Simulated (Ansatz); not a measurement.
| atom | x (Å) | y (Å) | z (Å) |
| --- | --- | --- | --- |
| C | 1.4170 | -0.0069 | 0.0116 |
| C | 0.6740 | 1.2024 | -0.0385 |
| C | -0.6888 | 1.2077 | -0.0124 |
| C | -1.3945 | 0.0047 | 0.0069 |
| C | -0.7139 | -1.1939 | 0.0054 |
| C | 0.7133 | -1.2228 | 0.0175 |
| H | 2.4724 | -0.0166 | 0.0148 |
| H | 1.2279 | 2.1448 | -0.0101 |
| H | -1.2745 | 2.1883 | -0.0157 |
| H | -2.4491 | -0.0023 | 0.0059 |
| H | -1.2426 | -2.1317 | 0.0235 |
| H | 1.2587 | -2.1736 | -0.0090 |

Basis set: cc-pVDZ (spherical functions). Frozen core: 6 orbitals. Charge 0, multiplicity 1.

Computed with Ansatz (development build ahead of 0.2.0); each method stands on the lowest determinant of its kind that the runs found. Restricted open shells among the atoms or ions are ROHF, correlated in semicanonical orbitals with singles.

The atomization energy at this shape (free ground-state atoms in the same class of orbitals less the molecule, no zero-point energy) of singlet C6H6:

| method | atomization energy |
| --- | --- |
| RHF | 1019.72 kcal/mol |

Question: What does RHF-MP2 give?

Answer: 1302.60 kcal/mol. Caution: the shape is not the minimum.
